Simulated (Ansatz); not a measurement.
Cost and result for the atomization energy of `C1[O][GeH2][O]1` (8 atoms, 8 bonds).

The species carries charge 0 and has multiplicity 1. Correlated methods include outer-core shells of Ge, which these sets cover unevenly. Scalar relativity is left out up to krypton. The structure was optimised at the PBE0-D4/def2-TZVP level. Program: Ansatz. All runs use 2 threads of an Arm Neoverse V2 on a shared host. Times are those of one run each, without the atoms' runs, and a repeat can differ threefold. Electronic energies, without spin–orbit coupling; frozen cores. CCSD(T)/CBS adds CCSD(T) − MP2 in def2-TZVPP to the MP2 limit, and its time is that of the two runs behind it. T1 = 0.012. With those shells the extrapolation isn't a true limit. B3LYP takes the VWN-RPA correlation (the form of Gaussian; ORCA's B3LYP/G). HSE06 is the plane-wave form, built on full-range PBE exchange.

CCSD(T)/CBS is a level of theory with its own doubt, some kJ/mol a heavy atom from the limit and from the frozen cores, so smaller differences don't rank the functionals.

```csv
level,functions,wall time
LDA (SPW92)/def2-TZVPP,197,1.1 s
revPBE-D4/def2-TZVPP,197,1.9 s
BLYP-D4/def2-TZVPP,197,1.9 s
PBE-D4/def2-TZVPP (with forces),197,2.5 s
PBE0-D4/def2-TZVPP,197,2.8 s
HSE06-D4/def2-TZVPP,197,3.2 s
B3LYP-D4/def2-TZVPP (with forces),197,3.8 s
r2SCAN-D4/def2-TZVPP (with forces),197,4.9 s
PBE-QIDH/def2-TZVPP,197,5.5 s
CCSD(T)/def2-SVP,94,5.5 s
MP2/def2-QZVPP,380,21 s
CCSD(T)/def2-TZVPP,197,99 s
CCSD(T)/CBS(def2),–,120 s
```

What atomization energy does each give, and how far from CCSD(T)/CBS? (Estimate.)

Computed: 
```
                             level  atomization (kJ/mol)  difference from CCSD(T)/CBS  per bond
            LDA (SPW92)/def2-TZVPP                3327.8                        485.2      60.6
              revPBE-D4/def2-TZVPP                2802.3                        -40.3      -5.0
                BLYP-D4/def2-TZVPP                2815.4                        -27.2      -3.4
   PBE-D4/def2-TZVPP (with forces)                2892.0                         49.4       6.2
                PBE0-D4/def2-TZVPP                2811.9                        -30.7      -3.8
               HSE06-D4/def2-TZVPP                2814.4                        -28.2      -3.5
 B3LYP-D4/def2-TZVPP (with forces)                2802.7                        -39.9      -5.0
r2SCAN-D4/def2-TZVPP (with forces)                2838.1                         -4.5      -0.6
               PBE-QIDH/def2-TZVPP                2803.3                        -39.3      -4.9
                  CCSD(T)/def2-SVP                2638.8                       -203.8     -25.5
                    MP2/def2-QZVPP                2882.0                         39.4       4.9
                CCSD(T)/def2-TZVPP                2768.0                        -74.6      -9.3
                 CCSD(T)/CBS(def2)                2842.6                          0.0       0.0
```

At CCSD(T), def2-SVP lies −203.8 kJ/mol from the extrapolated value and def2-TZVPP −74.6 kJ/mol: correlation converges slowly with the basis, and small sets miss more of it in the bonded molecule than in its fragments. From r2SCAN to r2SCAN0 (25 % exact exchange), in def2-TZVPP and without D4, the atomization energy moves by −74.1 kJ/mol: exact exchange takes away binding that semilocal exchange gives to molecules. Leaving LDA and LC-ωPBE aside and taking each functional with its dispersion term where it has one, the values, not all of them listed here, spread over 204.4 kJ/mol, from BHLYP-D4 to PBE-D4. LDA lies +449.6 kJ/mol from PBE without D4, its usual overbinding.
